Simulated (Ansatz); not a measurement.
Si₄O₄, relaxed as a singlet with RKS B3LYP-D4/def2-SVP in Ansatz, starting from the GFN1-xTB geometry. Force threshold 0.02 eV/Å.

The restricted singlet is unstable towards broken spin symmetry in Hartree–Fock (as tested in another run); at B3LYP-D4/def2-SVP this wasn't settled. The structure comes from a short search, and lower isomers may exist.

Start:

Cartesian coordinates in Å:
```
Si 0.606 -1.542 -1.657
Si -0.586 1.536 1.672
Si -1.352 -1.621 1.013
Si 1.336 1.627 -1.024
O 1.112 0.049 -1.537
O -1.111 -0.049 1.537
O -0.435 -1.818 -0.374
O 0.430 1.818 0.371
```

```json
{"step": "1", "energy (eV)": "-39690.6312", "largest force component (eV/Å)": "0.521", "SCF passes": "18"}
{"step": "2", "energy (eV)": "-39690.6647", "largest force component (eV/Å)": "0.285", "SCF passes": "19"}
{"step": "3", "energy (eV)": "-39690.7072", "largest force component (eV/Å)": "0.159", "SCF passes": "23"}
{"step": "4", "energy (eV)": "-39690.7506", "largest force component (eV/Å)": "0.394", "SCF passes": "22"}
{"step": "5", "energy (eV)": "-39690.8105", "largest force component (eV/Å)": "0.025", "SCF passes": "23"}
{"step": "6", "energy (eV)": "-39690.8137", "largest force component (eV/Å)": "0.012", "SCF passes": "19"}
```

Force components are those of the run's own axes.

End:

```
atom   x (Å)   y (Å)   z (Å)
 Si1   1.042  -1.605  -1.179
 Si2  -0.053   1.226   1.883
 Si3  -1.733  -1.306   0.586
 Si4   0.744   1.684  -1.289
  O5   1.080   0.048  -1.492
  O6  -1.079  -0.048   1.492
  O7  -0.419  -1.762  -0.360
  O8   0.418   1.763   0.359
```

By distances, no bond broke or formed. The bond that changes most is Si1–O5, from 1.67 to 1.68 Å (atoms count from 1).

No frequencies were taken in this run, so the end may be a saddle point.

It took 11 s on 4 threads of Arm Neoverse V2 on a shared host.
